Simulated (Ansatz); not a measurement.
Molecule: C₃H₄O (charge 0, singlet). SMILES: O=C1CC1
Coordinates optimised at B3LYP-D3(BJ)/def2-TZVP (Ansatz, a first-principles code):
```xyz
8

C     -0.3771     1.0863     0.1628
C     -1.1239    -0.2898     0.0411
C      0.3346    -0.1776    -0.0455
O      1.3819    -0.7333    -0.1877
H     -0.3401     1.5520     1.1409
H     -0.4647     1.7796    -0.6657
H     -1.6886    -0.4755    -0.8653
H     -1.5639    -0.7030     0.9413
```
Charge 0, spin multiplicity 1.

Property: size of the dipole moment, in D. Set-up: non-relativistic; LANL2DZ all-electron up to Ne; six Cartesian d functions in 6-31G* and its kin unless marked 5d; spin-orbit terms left out; no dispersion term unless named; 6-311+G** with 5d. Ab initio and DFT rows: single points at B3LYP-D3(BJ) geometries (Ansatz).

Measured values: NIST CCCBDB, as tabulated in the package chemicals; dipoles are vibrational averages. 

Value to compare with, the measured value: 2.67 D.

| level | program | size of the dipole moment (D) | error |
|---|---|---|---|
| B3LYP/STO-3G | Ansatz | 1.46 | -1.21 |
| B3LYP/3-21G | Ansatz | 2.47 | -0.20 |
| B3LYP/LANL2DZ | Ansatz | 3.06 | 0.39 |
| B3LYP/6-31G | Ansatz | 2.90 | 0.23 |
| B3LYP/6-31G* | Ansatz | 2.74 | 0.07 |
| B3LYP/6-31+G* | Ansatz | 3.06 | 0.39 |
| B3LYP/6-31G** | Ansatz | 2.75 | 0.08 |
| B3LYP/def2-SVP | Ansatz | 2.65 | -0.02 |
| B3LYP/cc-pVDZ | Ansatz | 2.57 | -0.10 |
| B3LYP/6-311+G** | Ansatz | 3.05 | 0.38 |

Among the 10 habitual levels, B3LYP/STO-3G lies farthest from the measured value (-1.21 D); 6 of 10 lie above it, and their mean absolute error is 0.31 D, the median 0.22. One case shows no general order.

The sets are all those run for this method; runs whose electronic state is in doubt are left out.
